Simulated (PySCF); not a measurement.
Converging SrO in the basis (PBE0)

PySCF, UKS reference; singlet, unpaired electrons none; De to Sr + O without counterpoise correction.

| basis | relativity | functions | Re (Å) | ωe (cm⁻¹) | De (eV) | μ (D) |
| --- | --- | --- | --- | --- | --- | --- |
| def2-SVPD | scalar-relativistic core potentials | 49 | 1.959 | 696 | 3.97 | -9.03 |
| def2-TZVP | scalar-relativistic core potentials | 64 | 1.912 | 696 | 4.05 | -8.78 |
| x2c-TZVPall | spin-free X2C | 94 | 1.897 | 709 | 4.20 | -8.68 |
| x2c-TZVPPall | spin-free X2C | 110 | 1.897 | 708 | 4.23 | -8.71 |

Q: How does each smaller set differ from the one with most functions, x2c-TZVPPall?

A: def2-SVPD: +6.2 pm, -1.7 % in ωe, -0.26 eV in De; def2-TZVP: +1.5 pm, -1.7 % in ωe, -0.18 eV in De; x2c-TZVPall: +0.0 pm, +0.1 % in ωe, -0.03 eV in De. All at PBE0; the set with most functions is neither the basis-set limit nor always the best. The rows treat relativity differently, so the differences are not basis effects alone.

A positive dipole means Sr(−)O(+).
